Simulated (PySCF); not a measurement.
Species: C3H5O2S2Si (doublet state).
Atom-mapped SMILES: `[O:1]=[CH:2][O:3][Si@H:4]1[S:5][CH:6][CH2:7][S:8]1` (hydrogens: H9 on C2; H10 on Si4; H11 on C6; H12, H13 on C7)

Cartesian coordinates in Å at the GFN2-xTB level; atoms count from 1:
```
atom  x, y, z in Å
O1    -2.724   -2.123    0.331
C2    -2.929   -0.951    0.337
O3    -2.035   -0.029    0.051
Si4   -0.480   -0.410   -0.344
S5     0.239    1.309   -1.464
C6     1.678    1.490   -0.559
C7     2.189    0.405    0.244
S8     0.813   -0.392    1.317
H9    -3.898   -0.487    0.579
H10   -0.407   -1.569   -1.214
H11    2.056    2.490   -0.469
H12    2.529   -0.452   -0.337
H13    2.965    0.719    0.936
```

The hyperfine couplings belong to this conformer and change with its torsions.

Theory: PySCF 2.14.0, UKS B3LYP, pcH-1 on C H O S Si, non-relativistic, mean-field spin-orbit, GIAO. One conformer (not necessarily the lowest) at the GFN2-xTB geometry, without solvent, vibrations or thermal averaging. The geometry wasn't refined by DFT: couplings that depend on bond lengths, twists or pyramidal angles can differ widely from those at the functional's own minimum. The SCF solution wasn't tested for stability.

**Question.** The isotropic 13C couplings are +86.4, -27.3, +2.8 MHz. Assign them to C2; C6; C7.

**Answer.** 
```csv
site,a_iso (MHz),ρ(0) (bohr⁻³),position,distance from C6 (Å),spin population,largest |T| (MHz)
C2,+2.8,+0.0025,4 bonds from C6,5.29,0.00,0.8
C6,+86.4,+0.0766,largest spin population,0.00,+0.78,136.5
C7,-27.3,-0.0243,1 bond from C6,1.44,-0.07,4.8
```

ρ(0) is the spin density at the nucleus and T the dipolar tensor; a_iso includes a spin–orbit part. The largest Mulliken spin populations are on C6 (+0.78), S5 (+0.14), S8 (+0.11) and C7 (-0.07). The positive populations add up to 1.10 and the negative ones to -0.10, together 2S = 1. The angles at C6 add up to 358.9°, so it is planar; its axial dipolar tensor and the negative coupling of its proton fit spin in a p orbital normal to that plane.

β density exceeds α density at some nuclei, such as C7 (-0.0243) and H11 (-0.0089), spin density in bohr⁻³. In a single determinant that takes different orbitals for the two spins, that is spin polarisation.

The run took 1.8 min (with the writing of density and orbital grids) on one thread of an Arm Neoverse V1, on a shared host, and the process peaked at 0.98 GiB of memory.
